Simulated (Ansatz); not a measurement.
Molecule: C$_{3}$H$_{3}$N$_{2}$ (charge 0, doublet). It need not be the lowest isomer of its formula. SMILES: [c]1n[nH]cc1
Geometry: optimised at B3LYP-D3(BJ)/def2-TZVP (Ansatz, a program for electronic structure).

Quantity: atomisation energy (electronic, to ground-state atoms), in kcal/mol. Correlated levels leave the core frozen unless marked. UHF or UKS for open shells. Spin-orbit coupling is left out. Non-relativistic. The coupled-cluster limit lacks core correlation, which all-electron functionals hold. CBS(X,Y): correlation extrapolated as X^-3; Hartree-Fock from the larger set (for Q and 5 zeta extrapolated as (X+1)exp(-9√X)).

```
level                                program  atomisation energy (kcal/mol)  minus last row
----------------------------  --------------  -----------------------------  --------------
HF/cc-pVQZ                            Ansatz                          531.3          -279.9
PBE-D3(BJ)/def2-TZVPD         Ansatz + dftd3                          868.8            57.6
BLYP/def2-TZVPD                       Ansatz                          825.6            14.4
PBE0-D3(BJ)/def2-TZVPD        Ansatz + dftd3                          836.6            25.4
B2PLYP-D3(BJ)/def2-TZVPD      Ansatz + dftd3                          814.2             3.0
B2PLYP/def2-TZVPD                     Ansatz                          811.2             0.0
MP2/6-31G                             Ansatz                          659.6          -151.6
CCSD(T)/6-31G*                        Ansatz                          734.3           -76.9
CCSD(T)/cc-pVDZ                       Ansatz                          732.4           -78.8
CCSD(T)/CBS(cc-pVQZ,cc-pV5Z)          Ansatz                          811.2             0.0
```

The UHF reference is spin-contaminated (<S^2> 0.19 over the pure value in the largest basis).
